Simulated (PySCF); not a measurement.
C3H6, SMILES C1CC1.

The structure is a stationary point at PBE0-D3(BJ)/def2-TZVP.

Two levels are set side by side: TDDFT-PBE/def2-SVPD (PySCF) and TDDFT-PBE0/def2-SVPD (PySCF). Vertical, same geometry. The lowest singlet is HOMO→LUMO 99 % with PBE and HOMO→LUMO 99 % with the other functional; states are paired by order. Differences are taken from unrounded values.

```
quantity                               TDDFT-PBE0
-------------------------------------  ----------
lowest singlet excitation (eV)               8.20
lowest triplet excitation (TDA) (eV)         8.00
first bright state (f over 0.05) (eV)        8.92
its oscillator strength                      0.10
```

What does TDDFT-PBE give, and how far is it from TDDFT-PBE0? (The exact figures need the calculation; the answer reports its results.)


```csv
quantity,TDDFT-PBE,TDDFT-PBE minus TDDFT-PBE0
lowest singlet excitation (eV),7.57,-0.63
lowest triplet excitation (TDA) (eV),7.40,-0.59
first bright state (f over 0.05) (eV),8.26,-0.66
its oscillator strength,0.08,-0.02
```

A lower first singlet is the usual sign of a functional without exact exchange. Differences between two approximate levels are no errors against the true value.

Rough cost on one machine, each run with all the roots and properties that it gave: TDDFT-PBE0 against TDDFT-PBE about 3 times.
